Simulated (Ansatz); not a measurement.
`C[Si](Cl)(Cl)Cl` + CH₃OH → `CO[Si](Cl)(Cl)Cl` + CH₄  (ligand exchange at the Si–C bond)

Isolated molecules relaxed with PBE0-D4/def2-TZVP in Ansatz; ΔE leaves out vibrations. CCSD(T)/CBS is the MP2 limit (def2-TZVPP, def2-QZVPP) plus CCSD(T) − MP2 in def2-TZVPP, frozen cores. This one scheme is used for every species. DFT in def2-TZVPP. B3LYP here is the variant with VWN-RPA as its local correlation; programs differ in this. HSE06 is defined as in plane-wave codes. Each species was taken in one conformer, which may not be the lowest.

```tsv
level	ΔE (kJ/mol)	difference from CCSD(T)/CBS
LDA (SPW92)	-95.8	6.6
revPBE-D4	-93.8	8.6
BLYP-D4	-105.2	-2.8
r2SCAN-D4	-104.1	-1.7
B97M-V	-107.4	-5.0
B3LYP-D4	-106.3	-3.9
r2SCANh-D4	-103.9	-1.5
r2SCAN0-D4	-103.6	-1.2
BHLYP-D4	-110.5	-8.1
CAM-B3LYP-D4	-108.6	-6.2
ωB97X-V	-102.2	0.2
ωB97M-V	-102.1	0.3
B2PLYP	-105.3	-2.9
PBE-QIDH	-99.6	2.8
PBE	-90.5	11.9
revPBE	-87.8	14.6
BLYP	-100.4	2.0
PBE0	-92.9	9.5
B3LYP	-102.5	-0.1
r2SCANh	-103.0	-0.6
r2SCAN0	-102.7	-0.3
HSE06	-92.7	9.7
BHLYP	-107.6	-5.2
CAM-B3LYP	-106.3	-3.9
LC-ωPBE	-96.4	6.0
RPA@PBE/def2-TZVPP	-102.0	0.4
HF/def2-SVP	-104.2	-1.8
CCSD/def2-SVP	-102.5	-0.1
CCSD(T)/def2-SVP	-102.6	-0.2
HF/def2-TZVPP	-112.4	-10.0
MP2/def2-TZVPP	-105.0	-2.6
SCS-MP2/def2-TZVPP	-106.4	-4.0
CCSD/def2-TZVPP	-103.8	-1.4
CCSD(T)/def2-TZVPP	-103.4	-1.0
HF/def2-QZVPP	-113.2	-10.8
MP2/def2-QZVPP	-104.7	-2.3
SCS-MP2/def2-QZVPP	-106.0	-3.6
HF/CBS(def2)	-113.3	-10.9
MP2/CBS(def2)	-104.0	-1.6
CCSD/CBS(def2)	-102.8	-0.4
CCSD(T)/CBS	-102.4	0
```

Largest T1 diagnostic among the species: 0.010.

Leaving LDA and LC-ωPBE aside and taking each functional with its dispersion term where it has one, the values, not all of them listed here, spread over 17.6 kJ/mol, from BHLYP-D4 to PBE-D4. LDA lies −5.2 kJ/mol from PBE without D4. In def2-TZVPP, CCSD(T) changes the Hartree–Fock value by +8.9 kJ/mol (the triples alone add +0.4 kJ/mol) and MP2 by +7.3 kJ/mol.
